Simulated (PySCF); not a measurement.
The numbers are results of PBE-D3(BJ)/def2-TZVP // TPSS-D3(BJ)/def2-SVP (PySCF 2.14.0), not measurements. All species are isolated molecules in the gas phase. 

Reference species: [W(=O)(Cl)4] (neutral, multiplicity 1).

```json
{
  "HOMO": "-7.68 eV",
  "coordination_number": "5",
  "HOMO–LUMO gap": "2.03 eV"
}
```

Changed species: [Zr(Cl)4] (M = Zr; the reference has M = W, oxo).

**Question.** What does the change do to the HOMO, coordination number and HOMO–LUMO gap?

**Answer.** the HOMO falls by 0.66 eV, to -8.34 eV; the coordination number falls by 1, to 4; the HOMO–LUMO gap goes up by 2.74 eV, to 4.77 eV.
